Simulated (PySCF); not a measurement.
C$_{4}$H$_{15}$NSi$_{2}$ (SMILES CN(C)[SiH2][SiH](C)C), singlet, geometry from GFN2-xTB, with bond 18-6 at 1.4 times its length.

Input for PySCF:
```python
from pyscf import gto, scf, mcscf
import numpy

mol = gto.Mole()
mol.atom = '''
    Si    1.379391    0.503803    0.481656
    C     2.686754    1.586403   -0.379145
    C     2.100624   -1.254947    0.643762
    Si   -0.572177    0.567342   -0.757209
    N    -1.679439   -0.596908   -0.130196
    C    -1.895004   -0.768669    1.282880
    C    -2.825720   -1.008696   -0.897853
    H     1.255429    1.030275    1.862094
    H     2.877596    1.243910   -1.392431
    H     3.633383    1.576938    0.153128
    H     2.357795    2.619227   -0.442519
    H     2.310049   -1.680698   -0.333908
    H     1.405109   -1.921783    1.144904
    H     3.028550   -1.262396    1.209413
    H    -1.139332    1.936396   -0.841029
    H    -0.425928    0.148315   -2.161334
    H    -1.001966   -0.487145    1.835330
    H    -2.218655   -2.236189    1.585370
    H    -2.733785   -0.158916    1.643806
    H    -2.605698   -0.923836   -1.958105
    H    -3.708201   -0.395232   -0.676469
    H    -3.071669   -2.050375   -0.670586
'''
mol.basis = 'sto-3g'
mol.charge = 0
mol.spin = 0
mol.verbose = 4
mol.build()

mf = scf.RHF(mol)
mf.kernel()
mc = mcscf.CASSCF(mf, 4, 2)
mc.fix_spin_(ss=0.0)
mc = mc.newton()
mc.kernel()
occ = numpy.linalg.eigvalsh(mc.fcisolver.make_rdm1(mc.ci, mc.ncas, mc.nelecas))[::-1]
ss = mc.fcisolver.spin_square(mc.ci, mc.ncas, mc.nelecas)[0]
print('natural occupations', occ.round(4), ' <S^2>', round(ss, 4))
```

Question: Estimate the SCF-reference Mulliken (on the basis functions themselves) charges in atom order that CASSCF(2,4)/STO-3G (PySCF) returns for this input.

Answer: Si1 0.61, C2 -0.36, C3 -0.36, Si4 0.67, N5 -0.48, C6 -0.02, C7 -0.08, H8 -0.16, H9 0.05, H10 0.05, H11 0.05, H12 0.05, H13 0.05, H14 0.05, H15 -0.17, H16 -0.17, H17 0.04, H18 -0.02, H19 0.04, H20 0.06, H21 0.04, H22 0.06

Question: Give the number of basis functions at the level CASSCF(2,4)/STO-3G.

Answer: 58

Question: Estimate the total energy that CASSCF(2,4)/STO-3G returns for this input.

Answer: -783.3250 Eh

Question: Give the nuclear repulsion energy at the level CASSCF(2,4)/STO-3G.

Answer: 466.9068 Eh

Question: What natural occupations of the active orbitals does CASSCF(2,4)/STO-3G give?

Answer: 1.91, 0.09, 0.00, 0.00

Question: Estimate the SCF-reference HOMO-LUMO gap that CASSCF(2,4)/STO-3G returns for this input.

Answer: 17.35 eV
